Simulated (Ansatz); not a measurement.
## Nudged elastic band run: CuH₄NO

The input (input.yaml):

```yaml
crystal:
  periodic: [false, false, false]
  atoms:
    - { symbol: "N", position_ang: [-1.34395, 1.178695, -0.604455] }
    - { symbol: Cu, position_ang: [-0.161544, -0.0439, 0.043827] }
    - { symbol: O, position_ang: [1.046948, -1.497444, 0.61575] }
    - { symbol: H, position_ang: [-0.795765, 2.003212, -0.912577] }
    - { symbol: H, position_ang: [-1.865506, 1.551504, 0.210899] }
    - { symbol: H, position_ang: [1.19735, -2.098193, -0.1443] }
    - { symbol: H, position_ang: [1.922466, -1.093874, 0.790837] }
basis:
  gaussian: { orbitals: def2-SVP }
hamiltonian:
  xc: pbe
neb:
  order_check: false
  images: 5
  f_tol: 0.05
  max_iterations: 60
  final_atoms:
    - { symbol: "N", position_ang: [-1.02062359, 1.57949286, -0.15551599] }
    - { symbol: Cu, position_ang: [-0.08980596, 0.04455768, 0.14530291] }
    - { symbol: O, position_ang: [1.03136405, -1.51776903, 0.59576345] }
    - { symbol: H, position_ang: [-0.98327144, 1.76613653, -1.17503966] }
    - { symbol: H, position_ang: [-2.02280079, 1.35519912, -0.00839989] }
    - { symbol: H, position_ang: [1.15615441, -2.02736386, -0.23175942] }
    - { symbol: H, position_ang: [1.92898232, -1.20025331, 0.8296296] }
  initial_path:
    images:
      - { positions_ang: [[-1.34395, 1.178695, -0.604455], [-0.161544, -0.0439, 0.043827], [1.046948, -1.497444, 0.61575], [-0.795765, 2.003212, -0.912577], [-1.865506, 1.551504, 0.210899], [1.19735, -2.098193, -0.1443], [1.922466, -1.093874, 0.790837]] }
      - { positions_ang: [[-1.2606269, 1.21038714, -0.51633261], [-0.10753092, -0.0283296, 0.10469634], [1.08092622, -1.46027475, 0.64070691], [-0.77117769, 2.05553567, -0.82571655], [-1.9406498, 1.40406239, 0.02387405], [1.06001342, -2.09803614, -0.05021273], [1.93904467, -1.08334471, 0.62296559]] }
      - { positions_ang: [[-1.1773038, 1.24207928, -0.42821022], [-0.05351783, -0.01275919, 0.16556569], [1.11490445, -1.4231055, 0.66566381], [-0.74659038, 2.10785933, -0.7388561], [-2.0157936, 1.25662077, -0.1631509], [0.92267683, -2.09787927, 0.04387453], [1.95562334, -1.07281541, 0.45509418]] }
      - { positions_ang: [[-1.09398071, 1.27377141, -0.34008783], [0.00049525, 0.00281121, 0.22643503], [1.14888267, -1.38593626, 0.69062072], [-0.72200307, 2.160183, -0.65199565], [-2.0909374, 1.10917916, -0.35017585], [0.78534025, -2.09772241, 0.1379618], [1.972202, -1.06228612, 0.28722277]] }
      - { positions_ang: [[-1.06952833, 1.37567856, -0.27856388], [-0.02960515, 0.0167267, 0.19939099], [1.1097098, -1.42988051, 0.65900163], [-0.80909253, 2.02883417, -0.82634365], [-2.0682252, 1.19118581, -0.23625053], [0.90894497, -2.07426956, 0.01472139], [1.95779544, -1.10827518, 0.46802505]] }
      - { positions_ang: [[-1.04507596, 1.47758571, -0.21703993], [-0.05970556, 0.03064219, 0.17234695], [1.07053693, -1.47382477, 0.62738254], [-0.89618199, 1.89748535, -1.00069165], [-2.045513, 1.27319247, -0.12232521], [1.03254969, -2.05081671, -0.10851902], [1.94338888, -1.15426425, 0.64882732]] }
      - { positions_ang: [[-1.02062359, 1.57949286, -0.15551599], [-0.08980596, 0.04455768, 0.14530291], [1.03136405, -1.51776903, 0.59576345], [-0.98327144, 1.76613653, -1.17503966], [-2.02280079, 1.35519912, -0.00839989], [1.15615441, -2.02736386, -0.23175942], [1.92898232, -1.20025331, 0.8296296]] }
```

Launched with:

```bash
$ ansatz run input.yaml --threads 1 --pin off --max-ram 2048MiB --backend cpu --events-out ev --progress --plain --runs-dir out
```

Output, in part (warnings, iteration lines, the closing report on the highest movable image, with atoms numbered from 0):

```
NEB end point (image 0): max|allowed force component| = 1.232e-2 eV/Å (the criterion of neb.relax_end_points is 1.000e-2)
NEB end point (image 6): max|allowed force component| = 1.110e-2 eV/Å (the criterion of neb.relax_end_points is 1.000e-2)
NEB iter   1: max|band force component| = 9.418e0 eV/Å  barrier→ = 0.9377 eV  barrier← = 0.9376 eV  Δτ_max = 0.1137 Å  (209 SCF iters)
NEB iter   2: max|band force component| = 1.431e0 eV/Å  barrier→ = 0.2701 eV  barrier← = 0.2700 eV  Δτ_max = 0.1252 Å  (153 SCF iters)
NEB iter   3: max|band force component| = 6.063e-1 eV/Å  barrier→ = 0.2071 eV  barrier← = 0.2071 eV  Δτ_max = 0.1136 Å  (149 SCF iters)
NEB iter   4: max|band force component| = 4.035e-1 eV/Å  barrier→ = 0.1892 eV  barrier← = 0.1892 eV  CI = image 3  Δτ_max = 0.1968 Å  (147 SCF iters)
NEB iter   5: max|band force component| = 3.286e-1 eV/Å  barrier→ = 0.1843 eV  barrier← = 0.1843 eV  CI = image 3  Δτ_max = 0.1963 Å  (168 SCF iters)
NEB iter   6: max|band force component| = 4.451e-1 eV/Å  barrier→ = 0.1879 eV  barrier← = 0.1879 eV  CI = image 3  Δτ_max = 0.0281 Å  (163 SCF iters)
NEB iter   7: max|band force component| = 1.787e-1 eV/Å  barrier→ = 0.1866 eV  barrier← = 0.1866 eV  CI = image 3  Δτ_max = 0.0251 Å  (152 SCF iters)
NEB iter   8: max|band force component| = 2.145e-2 eV/Å  barrier→ = 0.1861 eV  barrier← = 0.1861 eV  CI = image 3  Δτ_max = 0.0000 Å  (346 SCF iters)
Total energy: -48222.93361628 eV, -1772.1601237201 hartree
Atom 0 at    -1.144496     1.318542    -0.351284 Å, force     0.002810     0.008577    -0.007669 eV/Å
Atom 1 at    -0.096584    -0.040176     0.111422 Å, force    -0.008745    -0.003471    -0.000688 eV/Å
Atom 2 at     1.061868    -1.538854     0.606963 Å, force     0.021436     0.010537    -0.012337 eV/Å
Atom 3 at    -0.932446     1.989264    -1.090504 Å, force    -0.004283    -0.001549     0.005645 eV/Å
Atom 4 at    -2.040350     1.529093     0.089948 Å, force     0.003808    -0.002557     0.001637 eV/Å
Atom 5 at     1.207467    -2.080888    -0.195583 Å, force     0.000483     0.000426     0.013712 eV/Å
Atom 6 at     1.944539    -1.176981     0.829020 Å, force    -0.015509    -0.011963    -0.000301 eV/Å
Dipole moment:     0.815632    -0.676025     0.014368 e Å
```

The run converged. A vibrational analysis at the climbing image gives one clearly imaginary mode, 577i cm⁻¹: a first-order saddle point.

Final band (atoms are numbered from 1 in the order of the input):

```tsv
image	path coordinate (Å)	energy (kcal/mol)	height of N1 over the plane of its neighbours (Å)
0	0.00	0.0	-0.48
1	0.18	0.5	-0.39
2	0.37	2.7	-0.21
3	0.55	4.3	0.00
4	0.74	2.7	0.21
5	0.92	0.5	0.39
6	1.10	0.0	0.48
```

Run time: 100 s on 1 thread of Arm Neoverse V1 (shared host), peak memory 0.25 GiB.
